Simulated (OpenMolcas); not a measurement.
# Levels of Fe2+ by method

* Program: OpenMolcas
* Basis: ANO-RCC-VTZP [6s5p3d2f1g]
* Scalar Hamiltonian: DKH2, point nucleus
* Active space: 6 electrons in 5 orbitals (3d)
* State averaging: 2S+1 = 5 even, 5 roots; 2S+1 = 3 even, 45 roots; 2S+1 = 1 even, 50 roots
* Spin-orbit coupling: state interaction with AMFI integrals over the reference wave functions, term energies averaged over their components

Methods on the same reference wave functions:
A. CASSCF
B. SS-CASPT2, IPEA 0.25 Eh, imaginary shift 0.1 Eh (closed shells correlated: 3s 3p)
C. MS-CASPT2, IPEA 0.25 Eh, imaginary shift 0.1 Eh (closed shells correlated: 3s 3p)
D. XMS-CASPT2, IPEA 0.25 Eh, imaginary shift 0.1 Eh (closed shells correlated: 3s 3p)

Energies in cm-1 above 3d6 5D4, the measured ground level; measured values from Corliss and Sugar, J. Phys. Chem. Ref. Data 11, 135 (1982).

```csv
Level,A,B,C,D,Measured
3d6 5D4,0.0,0.0,0.0,0.0,0.0
3d6 5D3,435,438,438,437,436
3d6 5D2,745,745,745,745,739
3d6 5D1,946,943,943,943,932
3d6 5D0,1045,1040,1040,1041,1027
3d6 3H6,22496,20310,20310,21360,20051
3d6 3H5,22726,20530,20530,21570,20301
3d6 3H4,22900,20690,20690,21730,20482
3d6 3P2(1),24638,19420,19420,20570,19405
3d6 3F4(1),25774,21670,21670,22770,21462
3d6 3P1(1),25909,20690,20690,21840,20688
3d6 3F3(1),26012,21890,21890,22990,21700
3d6 3F2(1),26189,22040,22050,23150,21857
3d6 3P0(1),26454,21230,21230,22380,21208
3d6 3G5,28415,24880,24880,25980,24559
3d6 3G4,28812,25250,25250,26350,24941
3d6 3G3,29003,25440,25440,26540,25142
3d6 1I6,33852,30850,30850,31990,30356
3d6 1G4(1),35701,31630,31630,32240,30886
3d6 3D1,36777,31130,31130,32360,
3d6 3D2,36807,31150,31150,32370,
3d6 3D3,36928,31280,31280,32510,30858
3d6 1S0(1),41502,35360,35330,36090,34812
3d6 1D2(1),44458,36900,36900,37180,35804
```

Deviations, from unrounded energies. A percentage is the sum of absolute deviations over the sum of measured energies, with the sign that they share, or ± where signs differ.

```csv
Against measurement,Levels,A,B,C,D
mean absolute deviation (cm-1),21,3700,270,260,1100
fine structure of the ground term (%),4,±1.2,+1.0,+1.0,+1.0
other terms of the ground configuration (%),17,+18.2,+1.3,±1.3,+5.3
```

B, C lie about equally close to measurement and A furthest from it. The largest miss of C in the table is 3d6 1D2(1), by +1100 cm-1. The ranking rests on the paired levels alone, and a cruder setting can come out closer through cancelling errors.

Among B to D the level of the table that moves most is 3d6 3D1, by 1200 cm-1 (lowest in B, highest in D). Moves below CASPT2's spread within the term are not significant.

The mean deviations of B to D differ by less than CASPT2's widest spread within a term (1400 cm-1), so their order carries little weight.

From A to B the spin-free energies of the other terms of 3d6 shown, above 5D, scale by factors of 0.79 to 0.91, as is usual when dynamic correlation screens the repulsion within a d or f shell.

The lowest spin-free term lies below A's lowest term by 0.451 hartree in B, 0.451 hartree in C, 0.457 hartree in D.

CASPT2 breaks the degeneracy within a term, and the mean is taken; among the terms shown or strongly mixed into the levels shown the widest spread is 1400 cm-1 (3d6 1I, D). The CASPT2 spread within a term exceeds the gap to the next term for 3d6 1I and 3d6 3D, 3d6 3D and 3d6 1G(1), so the order of their levels is uncertain (figures for C; the like holds for D). Without dynamic correlation excited terms often stand tens of per cent too high (terms of higher spin than the ground term too low), and those without a measured partner can miss by more than the paired ones (holds for A). Measured partners are found by configuration, term and J. A level has none where our copy of the source lacks it or the pairing is in doubt (some pairs that miss far off the trend of their configuration count as doubtful), and it then counts in no deviation. Only configurations of the active space appear. The table leaves out levels that lie high or whose names do not pair safely across all columns.

A number in round brackets counts repeated terms of one configuration in the order of the reference energies.
